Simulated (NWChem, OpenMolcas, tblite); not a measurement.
# Si2H4ClF (SMILES F[SiH]([SiH3])Cl): the dipole moment, rung by rung

Si2H4ClF: 8 atoms, total charge 0, spin state singlet. As SMILES, `F[SiH]([SiH3])Cl`. The coordinates come from a PBE0-D4/def2-TZVP relaxation.

Quantity: the dipole moment, in D. The values are calculated.

```tsv
level	kind	program	value (D)	CPU time
IPEA1-xTB	semi-empirical	tblite	2.01	under 2 s
HF/def2-SVP	Hartree–Fock	OpenMolcas	1.89	11 s
SVWN5/def2-SVP	LDA	NWChem	1.42	17 s
PBE/def2-SVP	GGA	NWChem	1.38	31 s
revPBE/def2-SVP	GGA	OpenMolcas	1.38	37 s
M06-L/def2-SVP	meta-GGA	OpenMolcas	1.62	51 s
r2SCAN/def2-SVP	meta-GGA	OpenMolcas	1.52	44 s
PBE0/def2-SVP	global hybrid	OpenMolcas	1.59	35 s
```

The values span 1.38 to 2.01 D. Magnitudes only. Times are those of the runs behind each value, whatever else they computed, on shared processors of several kinds: orders of magnitude only.
